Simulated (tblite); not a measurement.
Record of a relaxation.

Compound: C3H8BClGe.
Atom-mapped SMILES: `[BH2:1][GeH2:2][C@@H:3]([Cl:4])[CH:5]=[CH2:6]` (hydrogens: H7, H8 on B1; H9, H10 on Ge2; H11 on C3; H12 on C5; H13, H14 on C6)

Computed with GFN2-xTB (tblite), gas phase: L-BFGS steps from a force-field or distance-geometry start until the largest atomic force falls under 0.01 eV/Å. 13 of its 174 geometries are shown.

Step 0: E = -493.5453 eV, largest atomic force 1.245 eV/Å
```
atom  x, y, z in Å  |  force x, y, z in eV/Å
B1     -2.302   -0.649   -0.211   -0.290  -0.041   0.188
Ge2    -0.677   -0.042   -1.235   -1.076  -0.556  -0.289
C3      0.648    0.710    0.009    0.760   0.026   0.384
Cl4    -0.054    2.182    0.747    0.050  -0.159  -0.225
C5      1.009   -0.288    1.072    0.643  -0.378  -0.621
C6      1.739   -1.366    0.776   -0.407   0.413   0.730
H7     -3.217   -1.131   -0.791    0.310   0.176   0.348
H8     -2.353   -0.505    0.967   -0.091  -0.140  -0.511
H9     -0.044   -1.267   -1.953   -0.029   0.653   0.067
H10    -1.080    1.024   -2.265    0.419  -0.287   0.102
H11     1.541    1.011   -0.567   -0.193   0.057   0.465
H12     0.697   -0.126    2.095   -0.130   0.169  -0.184
H13     2.080   -1.555   -0.225    0.091  -0.064  -0.069
H14     2.012   -2.068    1.561   -0.058   0.131  -0.384
```

Step 14: E = -493.7123 eV, largest atomic force 0.058 eV/Å
```
atom  x, y, z in Å  |  force x, y, z in eV/Å
B1     -2.359   -0.658   -0.187   -0.011   0.001  -0.003
Ge2    -0.742   -0.061   -1.210    0.031   0.024  -0.010
C3      0.678    0.697   -0.001    0.005  -0.025   0.010
Cl4    -0.071    2.158    0.706    0.019  -0.025  -0.023
C5      1.051   -0.281    1.053   -0.016  -0.016  -0.023
C6      1.755   -1.370    0.791    0.034   0.015   0.016
H7     -3.266   -1.140   -0.737   -0.014   0.006  -0.015
H8     -2.415   -0.542    0.971    0.008  -0.002  -0.003
H9     -0.034   -1.150   -1.988   -0.025   0.001   0.007
H10    -0.963    0.991   -2.271    0.008   0.004   0.042
H11     1.561    1.035   -0.545   -0.058  -0.005   0.002
H12     0.679   -0.088    2.050    0.012   0.001  -0.018
H13     2.119   -1.570   -0.205    0.023   0.000   0.006
H14     2.007   -2.090    1.550   -0.013   0.020   0.012
```

Step 29: E = -493.7191 eV, largest atomic force 0.115 eV/Å
```
atom  x, y, z in Å  |  force x, y, z in eV/Å
B1     -2.397   -0.648   -0.204   -0.009   0.007   0.024
Ge2    -0.767   -0.056   -1.210   -0.022   0.004  -0.032
C3      0.677    0.664   -0.012    0.004  -0.024  -0.079
Cl4    -0.064    2.128    0.686   -0.011   0.082   0.030
C5      1.066   -0.294    1.048   -0.016  -0.026  -0.019
C6      1.815   -1.359    0.822    0.030  -0.027   0.028
H7     -3.317   -1.097   -0.760    0.015   0.023  -0.003
H8     -2.434   -0.570    0.958   -0.022  -0.010   0.001
H9     -0.103   -1.148   -2.018    0.006   0.007  -0.025
H10    -0.955    1.048   -2.222   -0.012  -0.041   0.002
H11     1.540    1.000   -0.586    0.017  -0.017   0.031
H12     0.660   -0.105    2.030   -0.014  -0.003   0.071
H13     2.218   -1.572   -0.152    0.037   0.034  -0.103
H14     2.060   -2.061    1.598   -0.003  -0.010   0.073
```

Step 43: E = -493.7284 eV, largest atomic force 0.097 eV/Å
```
atom  x, y, z in Å  |  force x, y, z in eV/Å
B1     -2.457   -0.627   -0.215   -0.015   0.010  -0.001
Ge2    -0.814   -0.060   -1.210   -0.006  -0.024   0.041
C3      0.677    0.603   -0.031   -0.016   0.014   0.018
Cl4    -0.004    2.110    0.654    0.022  -0.005  -0.017
C5      1.067   -0.333    1.049    0.029  -0.018  -0.021
C6      1.925   -1.324    0.876   -0.001  -0.007   0.012
H7     -3.401   -0.970   -0.807   -0.011   0.001   0.016
H8     -2.500   -0.626    0.949    0.003  -0.005  -0.006
H9     -0.209   -1.122   -2.100    0.035  -0.043   0.022
H10    -1.006    1.070   -2.184   -0.012   0.051  -0.020
H11     1.544    0.894   -0.624   -0.002   0.010   0.019
H12     0.593   -0.185    2.013   -0.014  -0.004  -0.096
H13     2.414   -1.504   -0.070   -0.025   0.059   0.028
H14     2.171   -1.998    1.678    0.011  -0.039   0.006
```

Step 58: E = -493.7445 eV, largest atomic force 0.094 eV/Å
```
atom  x, y, z in Å  |  force x, y, z in eV/Å
B1     -2.534   -0.591   -0.212   -0.014   0.026   0.033
Ge2    -0.862   -0.068   -1.188   -0.019   0.037  -0.072
C3      0.688    0.547   -0.069    0.005  -0.039   0.004
Cl4     0.124    2.101    0.616    0.010   0.023   0.008
C5      1.040   -0.400    1.008    0.016  -0.037   0.013
C6      2.047   -1.254    0.926   -0.008   0.032   0.047
H7     -3.517   -0.778   -0.811    0.021  -0.003  -0.014
H8     -2.575   -0.704    0.946    0.031  -0.009   0.024
H9     -0.274   -1.150   -2.066   -0.031  -0.008  -0.017
H10    -1.057    1.078   -2.151    0.027  -0.044  -0.017
H11     1.565    0.763   -0.679   -0.037   0.078  -0.037
H12     0.395   -0.383    1.875   -0.013  -0.021   0.029
H13     2.697   -1.279    0.066    0.010   0.002   0.019
H14     2.260   -1.952    1.717    0.001  -0.036  -0.019
```

Step 72: E = -493.7538 eV, largest atomic force 0.087 eV/Å
```
atom  x, y, z in Å  |  force x, y, z in eV/Å
B1     -2.546   -0.546   -0.194   -0.008   0.004  -0.005
Ge2    -0.886   -0.045   -1.201   -0.007  -0.003  -0.004
C3      0.687    0.527   -0.086   -0.008   0.009  -0.019
Cl4     0.160    2.085    0.636   -0.028  -0.023   0.002
C5      1.020   -0.446    0.973   -0.049   0.069   0.021
C6      2.092   -1.218    0.956    0.044  -0.019   0.003
H7     -3.545   -0.698   -0.776   -0.002   0.020   0.007
H8     -2.549   -0.740    0.955    0.023   0.010   0.012
H9     -0.363   -1.193   -2.037    0.019   0.002  -0.017
H10    -1.028    1.058   -2.217    0.007  -0.012   0.011
H11     1.557    0.757   -0.699    0.014  -0.011  -0.002
H12     0.300   -0.512    1.780    0.005  -0.038  -0.012
H13     2.826   -1.149    0.169   -0.013  -0.009  -0.010
H14     2.277   -1.951    1.721    0.005   0.002   0.012
```

Step 86: E = -493.7602 eV, largest atomic force 0.024 eV/Å
```
atom  x, y, z in Å  |  force x, y, z in eV/Å
B1     -2.538   -0.500   -0.183   -0.001   0.001   0.010
Ge2    -0.891   -0.075   -1.246   -0.001  -0.007   0.000
C3      0.664    0.484   -0.105    0.007  -0.007   0.004
Cl4     0.079    2.015    0.635   -0.008  -0.014   0.004
C5      1.000   -0.493    0.950    0.010  -0.006   0.010
C6      2.127   -1.184    0.987    0.000  -0.007  -0.013
H7     -3.586   -0.549   -0.691    0.006   0.013  -0.019
H8     -2.473   -0.723    0.958   -0.004  -0.007   0.017
H9     -0.380   -1.222   -2.092    0.002  -0.005   0.006
H10    -1.008    1.039   -2.251   -0.003   0.005  -0.006
H11     1.545    0.746   -0.690   -0.001  -0.001   0.001
H12     0.242   -0.642    1.709    0.006   0.017  -0.013
H13     2.898   -1.050    0.246   -0.005   0.012   0.007
H14     2.321   -1.917    1.752   -0.008   0.006  -0.007
```

Step 101: E = -493.7611 eV, largest atomic force 0.016 eV/Å
```
atom  x, y, z in Å  |  force x, y, z in eV/Å
B1     -2.542   -0.484   -0.177   -0.004   0.010  -0.003
Ge2    -0.891   -0.091   -1.248   -0.001   0.002  -0.002
C3      0.664    0.475   -0.110   -0.004  -0.007   0.004
Cl4     0.055    1.992    0.641   -0.003  -0.002   0.004
C5      1.003   -0.506    0.939   -0.009   0.007   0.011
C6      2.144   -1.172    0.992    0.000  -0.002   0.006
H7     -3.591   -0.471   -0.684   -0.003   0.001   0.002
H8     -2.483   -0.738    0.959    0.001  -0.006  -0.005
H9     -0.391   -1.248   -2.087    0.006   0.004   0.012
H10    -1.008    1.018   -2.260    0.003  -0.001  -0.008
H11     1.544    0.754   -0.689   -0.005  -0.007  -0.003
H12     0.232   -0.680    1.678    0.005   0.002  -0.003
H13     2.930   -1.007    0.274    0.004  -0.001  -0.012
H14     2.333   -1.912    1.751    0.009   0.000  -0.001
```

Step 115: E = -493.7632 eV, largest atomic force 0.032 eV/Å
```
atom  x, y, z in Å  |  force x, y, z in eV/Å
B1     -2.575   -0.443   -0.195    0.013   0.020   0.016
Ge2    -0.896   -0.118   -1.246    0.007  -0.017  -0.006
C3      0.642    0.465   -0.092   -0.012   0.008  -0.002
Cl4     0.000    1.956    0.684    0.009   0.007   0.008
C5      1.017   -0.522    0.940   -0.007   0.008   0.000
C6      2.180   -1.150    0.978    0.007   0.008  -0.011
H7     -3.622   -0.261   -0.672   -0.010  -0.003  -0.003
H8     -2.529   -0.817    0.908    0.002  -0.014  -0.009
H9     -0.373   -1.320   -2.001   -0.009  -0.011  -0.018
H10    -0.968    0.939   -2.319    0.017  -0.012   0.024
H11     1.509    0.774   -0.674    0.002  -0.006   0.011
H12     0.259   -0.732    1.684   -0.016   0.014  -0.003
H13     2.955   -0.952    0.255   -0.007  -0.002   0.003
H14     2.400   -1.891    1.728    0.003   0.000  -0.011
```

Step 130: E = -493.7643 eV, largest atomic force 0.014 eV/Å
```
atom  x, y, z in Å  |  force x, y, z in eV/Å
B1     -2.583   -0.418   -0.203    0.000   0.000  -0.002
Ge2    -0.890   -0.149   -1.245    0.008   0.006  -0.003
C3      0.625    0.468   -0.074    0.003   0.000   0.001
Cl4    -0.051    1.940    0.708    0.000   0.008   0.003
C5      1.021   -0.519    0.949    0.001  -0.003  -0.001
C6      2.189   -1.139    0.957   -0.007   0.003   0.004
H7     -3.618   -0.120   -0.647   -0.003   0.005   0.001
H8     -2.555   -0.884    0.865    0.004  -0.012   0.007
H9     -0.360   -1.378   -1.949    0.004  -0.008  -0.004
H10    -0.917    0.877   -2.347   -0.007   0.005  -0.002
H11     1.487    0.800   -0.651    0.001  -0.002  -0.008
H12     0.275   -0.737    1.702   -0.001   0.000   0.004
H13     2.945   -0.926    0.220    0.000  -0.005   0.002
H14     2.432   -1.885    1.694   -0.002   0.003  -0.001
```

Step 144: E = -493.7659 eV, largest atomic force 0.042 eV/Å
```
atom  x, y, z in Å  |  force x, y, z in eV/Å
B1     -2.556   -0.474   -0.195    0.008   0.007   0.007
Ge2    -0.879   -0.126   -1.244   -0.037   0.007  -0.019
C3      0.638    0.493   -0.080    0.007   0.011  -0.002
Cl4    -0.011    2.001    0.650    0.002   0.005   0.023
C5      1.009   -0.477    0.967   -0.015   0.010   0.014
C6      2.140   -1.163    0.958    0.009  -0.016  -0.008
H7     -3.603   -0.163   -0.604    0.023  -0.002   0.011
H8     -2.504   -1.004    0.844    0.001   0.005  -0.031
H9     -0.332   -1.329   -1.979    0.008  -0.010  -0.006
H10    -0.932    0.928   -2.320   -0.017  -0.018   0.008
H11     1.508    0.788   -0.664    0.007   0.005  -0.017
H12     0.276   -0.627    1.749    0.005  -0.005  -0.005
H13     2.881   -1.017    0.189   -0.005  -0.004   0.011
H14     2.364   -1.901    1.708    0.004   0.004   0.013
```

Step 159: E = -493.7704 eV, largest atomic force 0.035 eV/Å
```
atom  x, y, z in Å  |  force x, y, z in eV/Å
B1     -2.499   -0.507   -0.176   -0.020  -0.007   0.010
Ge2    -0.861   -0.147   -1.274   -0.006   0.022   0.001
C3      0.624    0.531   -0.089    0.002  -0.008  -0.008
Cl4    -0.041    2.035    0.627    0.006  -0.001  -0.004
C5      0.982   -0.436    0.966    0.031  -0.012  -0.011
C6      2.080   -1.174    0.950   -0.024   0.017   0.008
H7     -3.510    0.037   -0.383    0.023  -0.009   0.009
H8     -2.446   -1.260    0.714   -0.006   0.009  -0.025
H9     -0.239   -1.336   -1.969   -0.005  -0.004  -0.005
H10    -0.943    0.889   -2.365    0.002  -0.010   0.011
H11     1.496    0.826   -0.671    0.008  -0.007   0.008
H12     0.259   -0.542    1.764    0.003  -0.002  -0.001
H13     2.816   -1.082    0.167   -0.028   0.009   0.013
H14     2.281   -1.903    1.716    0.012   0.005  -0.006
```

Step 173: E = -493.7736 eV, largest atomic force 0.009 eV/Å
```
atom  x, y, z in Å  |  force x, y, z in eV/Å
B1     -2.487   -0.535   -0.166   -0.006   0.002  -0.001
Ge2    -0.875   -0.146   -1.290    0.000   0.003  -0.001
C3      0.629    0.516   -0.118    0.001  -0.004   0.002
Cl4     0.012    2.054    0.561   -0.002   0.004   0.000
C5      0.965   -0.430    0.963    0.007  -0.005   0.001
C6      2.072   -1.152    0.991   -0.002   0.002  -0.001
H7     -3.418    0.167   -0.167    0.006  -0.003   0.002
H8     -2.492   -1.464    0.540   -0.001   0.000   0.001
H9     -0.258   -1.315   -2.023    0.000   0.000  -0.002
H10    -0.972    0.919   -2.349   -0.001  -0.002  -0.002
H11     1.509    0.768   -0.709    0.000   0.002   0.002
H12     0.222   -0.527    1.745   -0.003   0.003   0.001
H13     2.822   -1.063    0.222    0.002  -0.002   0.000
H14     2.268   -1.862    1.776   -0.001   0.001  -0.002
```

Q: Summarise the path.

A: The energy falls by 22.03 kJ/mol from step 0 to step 173; nine tenths of that is first reached at step 64. It never rises by more than 0.2 meV. The largest force goes from 1.245 to 0.009 eV/Å. Among the bonds Ge2–C3 changes most, from 1.966 to 2.019 Å; the atoms move by 0.627 Å rms after alignment.

Q: Follow the three bonds and two angles with the largest change from start to end.

A: 
```
step  E above end (kJ/mol)  largest force (eV/Å)  Ge2–C3 (Å)  Ge2–H9 (Å)  Ge2–H10 (Å)  B1–Ge2–H10 (°)  B1–Ge2–H9 (°)
   0                 22.03                 1.245       1.966       1.555        1.536           109.8          109.0
   8                  6.60                 0.170       1.999       1.507        1.501           115.4          114.4
  15                  5.88                 0.045       2.011       1.514        1.509           116.6          115.1
  23                  5.59                 0.056       2.008       1.513        1.508           117.2          115.1
  30                  5.14                 0.099       2.010       1.514        1.511           116.7          114.1
  38                  4.63                 0.070       2.013       1.515        1.510           116.1          114.3
  45                  4.16                 0.092       2.015       1.509        1.502           114.9          115.4
  53                  3.32                 0.076       2.015       1.514        1.504           112.9          116.4
  60                  2.65                 0.077       2.010       1.513        1.503           114.4          114.0
  68                  2.03                 0.123       2.009       1.513        1.505           116.1          112.5
  75                  1.81                 0.040       2.013       1.513        1.507           116.4          112.0
  83                  1.36                 0.057       2.011       1.512        1.507           116.4          114.0
  90                  1.26                 0.013       2.008       1.514        1.506           116.6          114.6
  98                  1.23                 0.033       2.008       1.515        1.506           116.2          114.8
 105                  1.18                 0.033       2.009       1.513        1.505           116.0          114.8
 113                  1.03                 0.029       2.010       1.513        1.507           116.3          115.1
 120                  0.94                 0.016       2.010       1.513        1.505           116.7          115.1
 128                  0.91                 0.025       2.011       1.512        1.506           117.0          115.4
 135                  0.88                 0.017       2.011       1.513        1.506           116.9          115.3
 143                  0.76                 0.040       2.010       1.513        1.508           117.7          114.7
 150                  0.56                 0.052       2.016       1.513        1.506           118.2          114.8
 158                  0.33                 0.058       2.017       1.511        1.507           118.4          116.5
 165                  0.19                 0.065       2.018       1.512        1.507           118.6          116.6
 173                  0.00                 0.009       2.019       1.511        1.506           118.7          116.8
```

The cost below is that of the whole relaxation. Hardware: one thread of an Arm Neoverse V1 (shared host). Cost: 1.2 s of wall time.
